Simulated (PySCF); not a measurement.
A GIAO shielding run with PySCF 2.14 (density fitting, non-relativistic, gas phase) on SMILES F[C@@H]1C[C@H]([SiH3])[Si@@H](S[SiH3])C1, C4H13FSSi3:

```
$ OMP_NUM_THREADS=1 python probes_run.py task.json out

{"job": {"kind": "nmr", "xc": "PBE0", "basis": "pcSseg-1"}, "charge": 0, "multiplicity": 1}
F     -2.212218    -1.116886    -1.320045
C     -1.890808    -1.432864    -0.006230
C     -1.760021    -0.140822     0.789112
C     -0.500353     0.619202     0.336797
Si    -0.877077     1.961667    -0.966488
Si     0.668512    -0.751603    -0.283368
S      2.429219    -1.018206     0.926967
Si     3.489888     0.793477     0.499626
C     -0.560975    -2.166103     0.000188
H     -2.723444    -2.052145     0.351932
H     -1.681379    -0.416489     1.843125
H     -2.664044     0.459265     0.665472
H     -0.073076     1.129833     1.204195
H     -1.843847     2.897340    -0.381446
H      0.380181     2.665719    -1.245628
H     -1.416635     1.377263    -2.186801
H      1.087659    -0.627568    -1.679802
H      3.659363     0.883104    -0.944591
H      4.741699     0.621185     1.214878
H      2.710438     1.922707     0.992695
H     -0.419993    -2.657887     0.960350
H     -0.553501    -2.930803    -0.771785
```

Hardware: 1 thread of an Arm Neoverse N1, shared host. The job also computes population analyses, field gradients, ring-centre shieldings.

Problem. How large is the calculation?

Solution. 104 electrons, 246 basis functions and 1371 auxiliary functions.

Problem. How long does it take, and how much memory does it need?

Solution. 2.2 min of wall time, with 12 SCF cycles and 4 response iterations; peak memory 1.2 GiB. Times on a shared host scatter by some tens of per cent.
